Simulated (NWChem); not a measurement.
System: CH3ClSSe; SMILES CS[Se]Cl

```xyz
7

Se     0.7590    -0.3645    -0.1271
Cl    -0.9001    -1.8188     0.1142
S     -0.0517     1.4784     0.6286
C     -1.0088     2.1351    -0.7663
H     -0.3704     2.2994    -1.6443
H     -1.4224     3.0961    -0.4246
H     -1.8336     1.4522    -1.0107
```
Atoms are numbered in this order, from 1.

Results from NWChem. Geometry: optimised at PBE0/def2-SVP. Ions are spin-unrestricted doublets at the neutral geometry; other ion states weren't tried.

For level PBE/def2-SVP:

- vertical ionisation energy, ΔSCF (eV) = 8.66
- −ε(HOMO) (eV) = 5.53

### Question
Estimate the same quantities for level CAM-B3LYP/def2-SVP.

### Answer
The vertical ionisation energy, ΔSCF (eV) is 9.09 and the −ε(HOMO) (eV) is 8.06.
